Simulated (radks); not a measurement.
Species: Nd22+. Configuration: [Kr] 4d2. All-electron calculation, scalar-relativistic Kohn-Sham, SCAN, spin-polarised, spherical densities, finite nucleus; open shells are filled with parallel spins first (spin-orbit coupling, left out, can overturn this in heavy ions); meta-GGA in the generalised Kohn-Sham scheme; Fermi nuclear charge, rms radius 4.9123 fm. Program: a radial shooting solver on a logarithmic mesh with Libxc functionals.

Unscreened Slater integrals over Kohn-Sham orbitals (eV). They are taken over the spin-up orbitals.

F0(4d,4d): 40.703
F2(4d,4d): 20.940
F4(4d,4d): 14.248
F0(4d,4p): 41.167
F2(4d,4p): 21.341
G1(4d,4p): 26.830
G3(4d,4p): 17.108
F0(4d,4s): 41.805
G2(4d,4s): 21.125
F0(4d,3d): 52.616
F2(4d,3d): 14.473
F4(4d,3d): 7.1056
G0(4d,3d): 4.6900
G2(4d,3d): 5.8148
G4(4d,3d): 4.5389
F0(4p,4p): 41.728
F2(4p,4p): 21.992
F0(4p,4s): 42.384
G1(4p,4s): 28.910
F0(4p,3d): 53.123
F2(4p,3d): 14.522
G1(4p,3d): 4.7047
G3(4p,3d): 4.7030
F0(4s,4s): 43.094
F0(4s,3d): 54.320
G2(4s,3d): 4.8631
F0(3d,3d): 103.26
F2(3d,3d): 52.314
F4(3d,3d): 33.583

Derived for the open shells (J is the average intra-shell exchange parameter used in DFT+U). 4d: Racah B = F2/49 - 5 F4/441 = 0.2658 eV, C = 35 F4/441 = 1.131 eV, C/B = 4.25, F4/F2 = 0.680, J = (F2 + F4)/14 = 2.513 eV.
